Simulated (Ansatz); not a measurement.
HAu2. The state is a doublet with charge 0. Geometry PBE-D4/def2-TZVP, that of the charge +1 singlet; atoms count from 1.

Cartesian coordinates in Å:
```
Au 0.939 -0.555 -0.810
Au -0.617 1.117 0.466
H -0.322 -0.562 0.344
```

In the def2 sets Au takes a core potential; there is no spin–orbit coupling. The structure comes from a short search, and lower isomers may exist.

(1) Estimate the Mulliken populations from the PBE0/def2-TZVP orbitals of Ansatz.

(2) Where does the spin sit?

(3) And the Mayer bond orders between heavy atoms (over 0.3)?

Results:

(1) 
| atom | charge (e) | spin (α − β) | d electrons |
| --- | --- | --- | --- |
| Au1 | 0.03 | 0.53 | 9.75 |
| Au2 | 0.03 | 0.52 | 9.75 |
| H3 | -0.06 | -0.05 | – |
Mulliken values depend strongly on the basis.

(2) Summed by element: Au 1.05, H -0.05, of 1 unpaired in all. Largest on single atoms: Au1 0.53, Au2 0.52, H3 -0.05.

(3) Au1–Au2 0.50 (2.62 Å).
